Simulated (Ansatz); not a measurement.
Mulliken charges of BrGaH₄OSi, SMILES `O[SiH2][GaH][Br]` from r2SCAN/def2-TZVPP in Ansatz (PBE0-D4/def2-TZVP geometry).

```tsv
atom	x (Å)	y (Å)	z (Å)	charge (e)
O1	-0.434	1.839	-0.503	-0.417
Si2	0.537	0.544	-0.161	0.349
Ga3	-0.878	-1.320	0.383	0.369
Br4	0.355	-3.210	0.885	-0.298
H5	-0.011	2.666	-0.741	0.200
H6	1.404	0.189	-1.322	-0.080
H7	1.448	0.831	0.986	-0.080
H8	-2.423	-1.539	0.473	-0.042
```

Task: By hand: the dipole of these point charges (1 e Å = 4.8032 D).

Result: Σ q r = (-0.190, 0.409, -0.110) e Å, of length 0.464 e Å = 2.23 D.

Task: How does the dipole of the full density compare? (Estimate.)

Result: Computed: (0.017, 0.595, -0.166) e Å, 2.97 D; the point charges give 0.75 times that, at 26° from its direction.

Point charges leave out the atoms' own dipoles, such as those of lone pairs, and Mulliken's split depends on the basis, so the two needn't agree.
